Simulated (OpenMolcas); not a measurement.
What dynamic correlation does to the levels of Xe3+

| Property | Result |
| --- | --- |
| Program | OpenMolcas 26.06 |
| Basis | ANO-R2 [7s6p4d2f1g] |
| Scalar Hamiltonian | X2C, finite nucleus |
| Active space | 3 electrons in 3 orbitals (5p) |
| State averaging | 2S+1 = 4 odd, 1 root; 2S+1 = 2 odd, 8 roots |
| Spin-orbit coupling | state interaction with AMFI integrals over the reference wave functions, term energies averaged over their components |

Methods on the same reference wave functions:
A. CASSCF
B. SS-CASPT2, IPEA 0.25 Eh, imaginary shift 0.1 Eh (closed shells correlated: 4d 5s)

Energies in cm⁻¹ above 5s² 5p³ ⁴S°_3/2, the measured ground level; measured values from Saloman, J. Phys. Chem. Ref. Data 33, 765 (2004).

```csv
Level,A,B,Measured
5s² 5p³ ⁴S°_3/2,0.0,0.0,0.0
5s² 5p³ ²D°_3/2,17504,14030,13267
5s² 5p³ ²D°_5/2,21235,17790,17511
5s² 5p³ ²P°_1/2,33976,29040,28036
5s² 5p³ ²P°_3/2,39706,35250,35650
```

Deviations, from unrounded energies. A percentage is the sum of absolute deviations over the sum of measured energies, with the sign that they share, or ± where signs differ.

| Against measurement | Levels | A | B |
| --- | --- | --- | --- |
| mean absolute deviation (cm-1) | 4 | 4500 | 610 |
| other terms of the ground configuration (%) | 4 | +19.0 | ±2.6 |

B lies closest to measurement on these levels. The largest miss of B in the table is 5s² 5p³ ²P°_1/2, by +1000 cm-1. The ranking rests on the paired levels alone, and a cruder setting can come out closer through cancelling errors.

From A to B the spin-free energies of the other terms of 5s² 5p³ shown, above ⁴S°, scale by factors of 0.80 to 0.83.

The lowest spin-free term lies below A's lowest term by 0.544 hartree in B.

CASPT2 does not keep the components of a term degenerate, so their means are used; among the terms shown or strongly mixed into the levels shown the widest spread is 140 cm-1 (5s² 5p³ ²D°, B). With the s shell closed, the reference lacks s² → p² mixing. Measured partners are found by configuration, term and J. A level has none where our copy of the source lacks it or the pairing is in doubt (some pairs that miss far off the trend of their configuration count as doubtful), and it then counts in no deviation. Levels of configurations outside the active space are missing.

° marks odd parity.
